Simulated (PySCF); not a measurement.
A PySCF script (with the pyscf-properties extension) for the NMR shieldings of `CC[C@@H]1CCC[Si@]1(F)P`, C6H14FPSi, on a GFN2-xTB geometry:

```python
import basis_set_exchange as bse
import numpy as np
from pyscf import gto, dft
from pyscf.prop import nmr

atoms = """
C     2.733462    0.310431    0.586993
C     1.786720   -0.257898   -0.461159
C     0.448114   -0.660072    0.149285
C    -0.443666   -1.424724   -0.835370
C    -1.869043   -1.436004   -0.288104
C    -2.278382    0.004789    0.030937
Si   -0.669054    0.789627    0.696272
F    -0.750574    0.861614    2.326128
P     0.018333    2.803790   -0.018893
H     3.678218    0.601057    0.134021
H     2.292962    1.188247    1.058068
H     2.933391   -0.427798    1.360662
H     1.617229    0.493715   -1.239305
H     2.248921   -1.127650   -0.936417
H     0.643800   -1.307187    1.009580
H    -0.432812   -0.912479   -1.801136
H    -0.079474   -2.441801   -0.991829
H    -1.888210   -2.025287    0.630467
H    -2.558204   -1.895926   -0.998255
H    -2.615407    0.501083   -0.879267
H    -3.104553    0.032420    0.738363
H    -0.872328    2.866732   -1.078253
H    -0.844196    3.490305    0.817292
"""
names = dict.fromkeys(["C", "Si", "F", "P", "H"], "pcSseg-1")
basis = {el: gto.basis.parse(bse.get_basis(n, elements=[el], fmt="nwchem")) for el, n in names.items()}
mol = gto.M(atom=atoms, basis=basis, charge=0, verbose=0)
mf = dft.RKS(mol, xc="PBE0")
mf.grids.level = 2
mf.grids.alignment = dft.numint.BLKSIZE   # the property module wants whole blocks of grid points
mf.conv_tol = 1e-9
mf.kernel()

calc = nmr.RKS(mf)   # GIAO
C = mf.mo_coeff
Co = C[:, mf.mo_occ > 0]
resp = mf.gen_response(singlet=True, hermi=2)
def vind(x):   # induced exchange potential for any number of trial vectors
    d = np.einsum("pi,xij,qj->xpq", C, 2 * x.reshape(-1, C.shape[1], Co.shape[1]), Co, optimize=True)
    return np.einsum("xpq,pi,qj->xij", resp(d - d.transpose(0, 2, 1)), C, Co, optimize=True).ravel()
mo1, _ = nmr.rhf.solve_mo1(calc, with_cphf=vind)
sigma = calc.kernel(mo1)
for i, s in enumerate(sigma):   # ppm
    w = np.linalg.eigvalsh((s + s.T) / 2)
    print("%2d %-2s iso %8.1f  s11 %8.1f  s22 %8.1f  s33 %8.1f" % (i, mol.atom_pure_symbol(i), w.mean(), *w))
```

Problem. What are the results?

Solution. 
```
 0 C  iso    168.5  s11    157.7  s22    161.4  s33    186.3
 1 C  iso    158.9  s11    147.9  s22    155.1  s33    173.6
 2 C  iso    149.5  s11    132.5  s22    153.3  s33    162.6
 3 C  iso    148.5  s11    124.2  s22    154.4  s33    166.8
 4 C  iso    157.8  s11    140.8  s22    160.9  s33    171.8
 5 C  iso    162.9  s11    153.5  s22    159.4  s33    175.7
 6 Si iso    275.9  s11    259.3  s22    276.6  s33    291.6
 7 F  iso    349.5  s11    317.5  s22    362.0  s33    369.0
 8 P  iso    619.5  s11    537.5  s22    634.6  s33    686.4
 9 H  iso     30.4  s11     25.9  s22     26.7  s33     38.7
10 H  iso     30.2  s11     24.9  s22     31.5  s33     34.3
11 H  iso     30.7  s11     26.6  s22     28.5  s33     37.1
12 H  iso     30.6  s11     27.8  s22     29.7  s33     34.3
13 H  iso     30.1  s11     24.2  s22     29.7  s33     36.3
14 H  iso     30.9  s11     26.9  s22     30.4  s33     35.3
15 H  iso     31.0  s11     27.0  s22     30.3  s33     35.7
16 H  iso     29.7  s11     24.5  s22     28.2  s33     36.4
17 H  iso     30.2  s11     25.8  s22     28.0  s33     36.7
18 H  iso     29.7  s11     24.1  s22     27.4  s33     37.7
19 H  iso     31.3  s11     26.7  s22     29.7  s33     37.4
20 H  iso     30.4  s11     25.9  s22     28.1  s33     37.2
21 H  iso     30.8  s11     25.2  s22     28.3  s33     38.8
22 H  iso     30.4  s11     25.3  s22     27.0  s33     39.0
```

These numbers come from an equivalent density-fitted implementation of the same equations, which agrees with the script to about 0.01 ppm for H and up to a few tenths of a ppm for heavy atoms, so last digits may differ.

Problem. Turn these shieldings into chemical shifts. Shifts are taken against calculated references (same method and geometry level): TMS for ¹³C (σ = 186.93 ppm), ²⁹Si (σ = 349.16 ppm), ¹H (σ = 31.72 ppm); CFCl3 for ¹⁹F (σ = 170.95 ppm); ³¹P (σ = 318.38 ppm) vs H3PO4.

Solution. Averaging equivalent atoms: C 3: 38.4; C 2: 37.5; C 4: 29.1; C 1: 28.0; C 5: 24.0; C 0: 18.4; Si 6: 73.3; F 7: -178.5; P 8: -301.2; H 16: 2.00; H 18: 1.99; H 13: 1.66; H 17: 1.53; H 20: 1.32; H 9/10/11: 1.25; H 21/22: 1.13; H 12: 1.13; H 14: 0.84; H 15: 0.72; H 19: 0.47 ppm. Unscaled 19F shifts against computed CFCl3 carry errors that often reach 10 to 50 ppm. Experimental scales use liquid or dissolved standards, which lie at an offset from isolated H3PO4.

Size and cost of the density-fitted run: 237 basis functions, 58 s wall time on 1 thread of an Arm Neoverse V2, shared host; peak memory 1.1 GiB.
